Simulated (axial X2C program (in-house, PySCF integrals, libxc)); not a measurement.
Potential curves of ICl, 2c

Computed with an axial X2C code built on PySCF integrals. Two-component (2c) means X2C with spin–orbit coupling and atomic mean-field two-electron Coulomb and Gaunt terms. Basis: I dyall-cv3z [11s12p8d4f1g], Cl dyall-av3z [9s8p3d2f] (cores contracted in-house); Gaussian nuclei, density fitting, unrestricted open shells. Masses: I 126.904 u, Cl 34.969 u.

State: Ω = 0 (closed shell). Energies in eV from the fragments at the same level (I + Cl). Fits are polynomials in 1 − R0/R over 0.85 to 1.23 times the lowest point R0.

| R (Å) | CCSD | CCSD(T) |
| --- | --- | --- |
| 2.1276 | -1.3624 | -1.4687 |
| 2.1977 | -1.6504 | -1.7626 |
| 2.2679 | -1.8022 | -1.9210 |
| 2.3380 | -1.8515 | -1.9778 |
| 2.4198 | -1.8153 | -1.9516 |
| 2.5017 | -1.7082 | -1.8562 |
| 2.6069 | -1.5051 | -1.6707 |

Correlated methods: 14 electrons correlated (number of frozen shells: I 4 s, 3 p, 2 d; Cl 2 s, 1 p), 244 virtual spin orbitals or spinors in MP2, 90 natural virtuals in coupled cluster.

Occupations by symmetry block were frozen at the best pattern of an incomplete PBE0 search. The closed shell is kept restricted, so the energy runs too high when the bond is stretched far. Dissociation energies refer to the lowest single-determinant-based atoms at the same level and basis. CCSD and (T) use frozen natural virtuals with an MP2 correction for the truncation; (T) itself is uncorrected, so its De runs slightly low. Coupled cluster ran on the points near the minimum only. MP2 and coupled cluster on one determinant become unreliable at the stretched end.

Q: What are Re, ωe and De at the CCSD level?

A: At CCSD, 2c: Re = 2.345 Å, ωe ≈ 383 cm⁻¹, De = 1.85 eV to I + Cl; Be follows as 0.112 cm⁻¹.

Q: Fit the CCSD(T) curve near its minimum: give the equilibrium distance, the harmonic wavenumber and the well depth.

A: At CCSD(T), 2c: Re = 2.353 Å, ωe ≈ 373 cm⁻¹, De = 1.98 eV to I + Cl; Be follows as 0.111 cm⁻¹.
